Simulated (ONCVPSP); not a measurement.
## Transferability test, ONCV potential for Sb

```json
{
  "Element": "antimony",
  "Generator": "ONCVPSP 4.0.1",
  "Type": "optimised norm-conserving Vanderbilt (ONCV)",
  "Functional": "PBE",
  "Relativity": "scalar-relativistic",
  "Frozen core": "[Kr] 4d10",
  "Valence charge": "5",
  "Reference configuration": "5s2 5p1 (charge +2)",
  "Partial waves": "5s: rc 1.60 bohr, ncon 4, nbas 8, qcut 3.3 1/bohr, 2 projectors, debl 3.5 Ha; 5p: rc 1.90 bohr, ncon 5, nbas 8, qcut 4.9 1/bohr, 2 projectors, debl 2.7 Ha",
  "Local potential": "polynomial inside 1.50 bohr (lpopt 1, dvloc0 1 Ha)",
  "Core correction": "Teter function, fcfact 1.5, rcfact 1.3"
}
```

Energies are relative to the spin-unpolarised reference configuration 5s2 5p1; without spin polarisation the order of configurations can differ from experiment.

Question: Give the all-electron excitation energy and the error of the potential for: 5s2 5p3; 5s2 5p2; 5s2 5p0; 5s1 5p4.

Answer:

```csv
valence configuration,charge,ΔE all-electron (eV),error AE − PS (meV)
5s2 5p3,0,-24.286,-1.7
5s2 5p2,+1,-15.968,+0.8
5s2 5p0,+3,24.414,+1.1
5s1 5p4,0,-16.174,+28
```

Levels in the configuration 5s2 5p2:

| level | all-electron (eV) | pseudo (eV) |
| --- | --- | --- |
| 5s | -20.639 | -20.614 |
| 5p | -11.993 | -11.987 |

Note: ghosts flagged at negative energy: p at -95.0 eV; GHOST(+) flagged for s at 64.1 eV. A true bound ghost makes a file unfit for plane-wave use.
